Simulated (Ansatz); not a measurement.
Breaking a bond: SMILES [CH3][Bi]([CH3])[CH3] (C3H9Bi). The Bi1–C10 bond (Bi1 also carries C, C; C10 carries H, H, H) is pulled apart rigidly from the PBE0/def2-SVP, def2 effective core potentials past Kr optimised geometry.

Methods: RKS-PBE0 = restricted PBE0/def2-SVP, def2 effective core potentials past Kr (Ansatz, an electronic-structure program); RKS-PBE = Ansatz with restricted PBE/def2-SVP, def2 effective core potentials past Kr; UKS-PBE0 = unrestricted PBE0/def2-SVP, def2 effective core potentials past Kr (Ansatz).

Energies are in kcal/mol, each relative to the lowest point of its own curve near equilibrium.

| R / Å | RKS-PBE0 | RKS-PBE | UKS-PBE0 |
|---|---|---|---|
| 1.86 | 42.1 | 44.9 | 42.1 |
| 2.02 | 12.5 | ___ | 12.5 |
| 2.13 | 3.5 | 4.5 | 3.5 |
| 2.19 | 1.1 | 1.7 | 1.1 |
| 2.28 | 0.0 | 0.0 | 0.0 |
| 2.37 | 1.0 | ___ | 1.0 |
| 2.44 | 2.9 | 1.8 | 2.9 |
| 2.57 | 8.0 | 6.0 | 8.0 |
| 2.77 | 18.1 | 14.7 | 18.1 |
| 3.01 | 31.0 | 26.0 | 31.0 |
| 3.32 | 46.6 | 39.7 | 45.0 |
| 3.77 | 64.7 | 55.2 | 54.2 |
| 4.24 | ___ | 66.3 | 57.7 |
| 4.80 | ___ | 74.6 | 59.1 |
| 5.59 | 97.2 | 80.7 | 59.7 |
| 6.61 | ___ | 83.6 | ___ |

Problem. Complete the blanks.

Solution. 
- 2.02, RKS-PBE: 14.3
- 2.37, RKS-PBE: 0.4
- 4.24, RKS-PBE0: 78.2
- 4.80, RKS-PBE0: 88.9
- 6.61, RKS-PBE0: 101.9
- 6.61, UKS-PBE0: 59.8

The restricted form behind RKS-PBE0, RKS-PBE keeps the bonding electrons paired and can't separate into open-shell fragments. The unrestricted solution behind UKS-PBE0 changes between 3.32 and 3.77 Å, which can leave a kink. The unrestricted determinant behind UKS-PBE0 is spin-contaminated at 3.32 to 6.61 Å (<S²> up to 1.0, against 0.00 for a pure singlet).
